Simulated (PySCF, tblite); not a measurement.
Compound: C8H11FSi.
Cartesian coordinates in Å at the GFN2-xTB level; atoms count from 1:
```xyz
21
C8H11FSi angstrom
C      0.7413    3.3273    1.5185
C      0.6635    2.4771    0.6729
Si     0.5060    1.1500   -0.6082
F      0.8522    1.8364   -2.0385
C      1.7498   -0.1752   -0.3061
C      2.5504   -1.0531   -0.1050
C      3.5141   -2.1014    0.1323
C     -1.2659    0.4780   -0.7030
C     -1.7270   -0.1866    0.5922
C     -3.1510   -0.7177    0.4797
H      0.8146    4.0780    2.2522
H      3.4888   -2.8230   -0.6841
H      3.2841   -2.6132    1.0666
H      4.5155   -1.6768    0.1981
H     -1.3407   -0.2473   -1.5171
H     -1.9554    1.2893   -0.9499
H     -1.0510   -1.0093    0.8371
H     -1.6726    0.5354    1.4103
H     -3.4618   -1.1866    1.4107
H     -3.8431    0.0916    0.2557
H     -3.2207   -1.4561   -0.3166
```

Jobs on this species (21 atoms, 82 electrons) with PySCF (density fitting) and tblite. Hardware of each: one thread, Arm Neoverse N1 (aarch64) (shared host). Times come from a shared host and carry two figures at best.

Question: Rank these jobs by wall time, shortest first.
A. GFN2-xTB; L-BFGS relaxation
B. PBE0/pcSseg-1; shieldings, charges and field gradients; 232 basis functions
C. GFN2-xTB; Hessian by finite differences

Answer: A (0.88 s), C (1.7 s), B (93 s).

All jobs:

```csv
level and settings,work,basis functions,SCF cycles,wall time
GFN2-xTB,L-BFGS relaxation,–,–,0.88 s
GFN2-xTB,Hessian by finite differences,–,–,1.7 s
PBE0/pcSseg-1,"shieldings, charges and field gradients",232,14,93 s
```

What do all jobs in the table cost together?

About 96 s; the longest takes about 97 % of that, and about 110 times as long as the shortest.
